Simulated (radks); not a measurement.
The numbers below are computed, except where a source is named.
Gd46+, 18 electrons, occupied as [Ar]. Code: a radial shooting solver on a logarithmic mesh with Libxc functionals. Model: scalar-relativistic Kohn-Sham, exchange-only LDA, spin-polarised, spherical densities, point nucleus.

Unscreened Slater integrals over Kohn-Sham orbitals (cm^-1). They are taken over the spin-up orbitals.

integral,value
"F0(3p,3p)",891800
"F2(3p,3p)",446840
"F0(3p,3s)",879160
"G1(3p,3s)",569040
"F0(3p,2p)",1180700
"F2(3p,2p)",302140
"G0(3p,2p)",120560
"G2(3p,2p)",133230
"F0(3p,2s)",1147400
"G1(3p,2s)",95360
"F0(3s,3s)",869340
"F0(3s,2p)",1138600
"G1(3s,2p)",117970
"F0(3s,2s)",1116100
"G0(3s,2s)",94809
"F0(2p,2p)",2452600
"F2(2p,2p)",1163000
"F0(2p,2s)",2264800
"G1(2p,2s)",1291000
"F0(2s,2s)",2146400
